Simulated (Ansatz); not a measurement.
CuO4H8⁺, that is [Cu(H2O)4]2+ with one electron more, relaxed as a singlet with RKS r2SCAN-D4/def2-SVP in Ansatz, starting from the r2SCAN-D4/def2-SVP geometry of the charge +2 doublet. Force threshold 0.02 eV/Å.

In the singlet geometry the species has come apart into loosely held pieces.

Start:

```xyz
13

Cu    0.003   -0.014   -0.003
O    -1.443   -0.479    1.231
H    -1.477   -0.182    2.159
H    -2.081   -1.209    1.126
O    -1.288    0.065   -1.471
H    -2.213    0.355   -1.365
H    -1.203   -0.361   -2.344
O     1.418    0.603   -1.205
H     1.267    1.223   -1.943
H     2.288    0.183   -1.339
O     1.280   -0.029    1.478
H     2.020    0.601    1.564
H     1.428   -0.755    2.112
```

Q: Estimate the energy that the relaxation releases and the steps that it takes.

A: 15.4 kcal/mol, in 35 steps; 31 s on 4 threads of Intel Xeon 6975P-C on a shared host. The force fell under the threshold at step 6, but the optimiser went on and released 0.314 eV more. No frequencies were taken in this run, so the end may be a saddle point.

Q: Does the start keep its bonding?

A: Bonds lost: Cu1–O2, Cu1–O8 (atoms count from 1). The end holds 3 separate pieces.

Q: Predict the relaxed structure.

A: 
```xyz
13

Cu    0.132   -0.562   -0.078
O    -3.501   -0.315    1.207
H    -4.139    0.401    1.081
H    -3.930   -0.950    1.797
O    -1.658   -0.811   -0.511
H    -2.406   -0.650    0.148
H    -1.954   -1.464   -1.159
O     3.227    1.482   -1.022
H     3.558    2.302   -0.630
H     3.810    1.296   -1.771
O     1.907   -0.230    0.368
H     2.470    0.411   -0.171
H     2.484   -0.910    0.741
```
Bond lengths: 2 × Cu–O 1.86 Å; 8 × H–O 0.97 to 1.01 Å.
